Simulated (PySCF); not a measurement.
**Telling isomers of C$_{3}$H$_{8}$O$_{3}$Si$_{2}$ apart by NMR**

PySCF 2.14 calculation with structure optimised with GFN2-xTB and shielding tensors at PBE0/pcSseg-1 (GIAO); fast rotation and ring inversion assumed for equivalent nuclei, no solvent, no relativistic terms, a single conformation.

Scale: TMS for ¹H (σ = 31.72 ppm) and ¹³C (σ = 186.93 ppm) (reference shieldings calculated alike). Where no couplings were computed, multiplicities follow the n + 1 count of equivalent neighbours, and m marks all less simple cases (inequivalent or close neighbours, rings, F or P nearby). Shifts are as computed. Against solution values, carbons near 30 ppm lie about +3 ppm off and those near 130 ppm about +5 ppm. Of 1211 compounds with measured shifts, 218 miss one by over three times the rms of a fit or turn the order of signals round; such compounds aren't used in these exercises. OH and NH positions are gas-phase values without hydrogen bonding to other molecules.

(1) Tabulate the signals of `C=CO[Si@@](O)([SiH3])C=O`, `O[Si@H]1O[SiH2]C2(CC2)O1` and their relative energies.

(2) What is the quickest way to tell C=CO[Si@@](O)([SiH3])C=O from O[Si@H]1O[SiH2]C2(CC2)O1?

Results:

(1) 
```json
{"SMILES": "C=CO[Si@@](O)([SiH3])C=O", "carbon types": "2×CH 1×CH2", "δC": "252.3, 154.7, 99.5", "δH": "11.99 (s, 1H), 6.78 (m, 1H), 4.67 (m, 1H), 4.54 (m, 1H), 3.42 (s, 3H), 1.98 (br s, 1H)", "E rel. (kcal/mol)": "69.5"}
{"SMILES": "O[Si@H]1O[SiH2]C2(CC2)O1", "carbon types": "1×C 2×CH2", "δC": "48.0, 14.4, 12.4", "δH": "5.00 (m, 1H), 4.94 (m, 1H), 4.26 (s, 1H), 2.45 (br s, 1H), 1.10 (m, 1H), 1.09 (m, 1H), 0.41 (m, 1H), 0.28 (m, 1H)", "E rel. (kcal/mol)": "0.0"}
```

Energies are electronic energies at PBE0/pcSseg-1 on these geometries, without zero-point or thermal terms, each for the one conformer computed, which needn't be the lowest.

(2) Both give the same number of carbon signals, but DEPT or the intensities differ. The first has a carbonyl carbon (CH) at 252.3 ppm, the second a three-membered-ring carbon (C) at 48.0 ppm. In the proton spectra the most deshielded non-exchanging signals are 11.99 (s, 1H) and 5.00 (m, 1H).
